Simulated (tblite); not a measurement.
Species: C3H8SSi (charge +1 and doublet state).
SMILES with atom numbers: `[CH2:1]=[CH:2][SiH2:3][S+:4][CH3:5]` (hydrogens: H6, H7 on C1; H8 on C2; H9, H10 on Si3; H11, H12, H13 on C5)
Bond orders are those of one Lewis drawing.

Computed with GFN2-xTB (tblite), gas phase: L-BFGS steps from a force-field or distance-geometry start until the largest atomic force falls under 0.01 eV/Å.

Step 11: E = -407.5531 eV
```
atom  x, y, z in Å  |  force x, y, z in eV/Å
C1     -2.7073    0.5852   -0.0596    0.040  -0.039  -0.018
C2     -1.9178   -0.3846    0.3670    0.064  -0.044  -0.005
Si3    -0.1846   -0.7938   -0.2891   -0.120   0.031   0.019
S4      1.0175    1.0075    0.3293   -0.003   0.120  -0.026
C5      2.6968    0.4092    0.4942   -0.004  -0.052   0.009
H6     -3.7187    0.7025    0.3029   -0.016  -0.016   0.066
H7     -2.4154    1.3155   -0.7967    0.060   0.034  -0.050
H8     -2.2625   -1.0712    1.1336   -0.049   0.017   0.012
H9      0.4288   -1.9104    0.4151    0.082   0.005  -0.022
H10    -0.0434   -0.7222   -1.7382   -0.022  -0.002  -0.010
H11     3.0538    0.0988   -0.4854    0.030  -0.023  -0.030
H12     3.3250    1.2076    0.8803   -0.077   0.031   0.005
H13     2.7234   -0.4436    1.1660    0.013  -0.062   0.049
```

Step 12: E = -407.5550 eV
```
atom  x, y, z in Å  |  force x, y, z in eV/Å
C1     -2.7068    0.5850   -0.0607    0.034  -0.035  -0.007
C2     -1.9188   -0.3869    0.3655    0.023  -0.015   0.021
Si3    -0.1898   -0.7953   -0.2888   -0.036   0.022   0.012
S4      1.0194    1.0057    0.3257   -0.077   0.131  -0.031
C5      2.6944    0.4063    0.4943    0.024  -0.042   0.006
H6     -3.7175    0.7021    0.3048   -0.006  -0.005   0.052
H7     -2.4123    1.3160   -0.7966    0.044   0.019  -0.045
H8     -2.2642   -1.0687    1.1358   -0.056   0.002   0.010
H9      0.4378   -1.9056    0.4135    0.066   0.000  -0.023
H10    -0.0436   -0.7191   -1.7364   -0.025  -0.008  -0.029
H11     3.0558    0.0985   -0.4837    0.032  -0.044  -0.054
H12     3.3180    1.2072    0.8790   -0.032   0.058   0.031
H13     2.7233   -0.4446    1.1671    0.008  -0.084   0.058
```

Step 13: E = -407.5566 eV
```
atom  x, y, z in Å  |  force x, y, z in eV/Å
C1     -2.7059    0.5845   -0.0620    0.015  -0.013   0.002
C2     -1.9196   -0.3893    0.3645   -0.028   0.015   0.046
Si3    -0.1948   -0.7961   -0.2882    0.060   0.005  -0.004
S4      1.0198    1.0063    0.3217   -0.094   0.105  -0.033
C5      2.6925    0.4029    0.4945    0.029  -0.019   0.002
H6     -3.7160    0.7013    0.3076    0.022   0.006   0.026
H7     -2.4086    1.3167   -0.7973    0.019  -0.012  -0.024
H8     -2.2668   -1.0664    1.1379   -0.058  -0.012   0.007
H9      0.4471   -1.9010    0.4113    0.048   0.005  -0.027
H10    -0.0444   -0.7166   -1.7352   -0.029  -0.012  -0.036
H11     3.0581    0.0975   -0.4831    0.020  -0.052  -0.042
H12     3.3109    1.2078    0.8783   -0.002   0.053   0.043
H13     2.7233   -0.4471    1.1692   -0.002  -0.070   0.040
```

**Question.** Estimate the geometry and energy of step 14. (The exact step hangs on the optimiser's Hessian estimate; all steps are aligned on step 13, rigid shifts and turns removed.)

**Answer.** E = -407.5578 eV, largest force 0.112 eV/Å
```
atom  x, y, z in Å  |  force x, y, z in eV/Å
C1     -2.7050    0.5840   -0.0631    0.001   0.008   0.009
C2     -1.9205   -0.3910    0.3647   -0.047   0.027   0.055
Si3    -0.1976   -0.7965   -0.2878    0.111   0.000  -0.014
S4      1.0186    1.0087    0.3180   -0.056   0.055  -0.031
C5      2.6915    0.3999    0.4948    0.012   0.007  -0.001
H6     -3.7145    0.7008    0.3103    0.040   0.017   0.003
H7     -2.4054    1.3169   -0.7982   -0.001  -0.038  -0.003
H8     -2.2700   -1.0648    1.1398   -0.054  -0.020   0.004
H9      0.4552   -1.8973    0.4089    0.034   0.010  -0.029
H10    -0.0456   -0.7150   -1.7348   -0.033  -0.015  -0.033
H11     3.0603    0.0957   -0.4832    0.001  -0.045  -0.006
H12     3.3053    1.2092    0.8786    0.007   0.023   0.040
H13     2.7232   -0.4501    1.1715   -0.015  -0.029   0.007
```

The energy changes by -0.0012 eV. The first-order estimate −F·Δx gives -0.0017 eV and the mean of the old and new forces, exact on a quadratic surface, -0.0012 eV. The step makes an angle of 61° with the force vector and moves no atom by more than 0.009 Å.

The cost below is that of the whole relaxation. The run took 0.69 s of wall time on an Arm Neoverse V2 with one thread, no GPU, shared host with 96 logical CPUs at a one-minute load of 83.
